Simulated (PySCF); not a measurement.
ammonia (H$_{3}$N), singlet, at a GFN2-xTB geometry; M06/def2-SVP (PySCF).

PySCF was given this input:
```python
from pyscf import gto, scf, dft

mol = gto.Mole()
mol.atom = '''
    N    -0.000889    0.002201    0.110024
    H     0.015877    0.938466   -0.275490
    H     0.812490   -0.488757   -0.240501
    H    -0.822147   -0.465118   -0.254176
'''
mol.basis = 'def2-svp'
mol.charge = 0
mol.spin = 0
mol.verbose = 3
mol.build()

mf = dft.RKS(mol)
mf.xc = 'm06'
mf.grids.atom_grid = (30, 110)
mf.kernel()
mf.analyze()
```

Output, abridged:

```
converged SCF energy = -56.4692251425918
**** MO energy ****
MO #1   energy= -14.3634630243671  occ= 2
MO #2   energy= -0.845696474263452 occ= 2
MO #3   energy= -0.461801117622546 occ= 2
MO #4   energy= -0.461211285236847 occ= 2
MO #5   energy= -0.262197554432761 occ= 2
MO #6   energy= 0.0597781297617113 occ= 0
MO #7   energy= 0.135784460877894  occ= 0
MO #8   energy= 0.135826592262097  occ= 0
MO #9   energy= 0.522299021631291  occ= 0
MO #10  energy= 0.522930981610832  occ= 0
MO #11  energy= 0.631525451277451  occ= 0
MO #12  energy= 0.757941637217733  occ= 0
MO #13  energy= 0.834489643863471  occ= 0
 ** Mulliken atomic charges  **
charge of    0N =     -0.59836
charge of    1H =      0.19937
charge of    2H =      0.19951
charge of    3H =      0.19948
Dipole moment(X, Y, Z, Debye):  0.01472, -0.03120, -1.66228
```
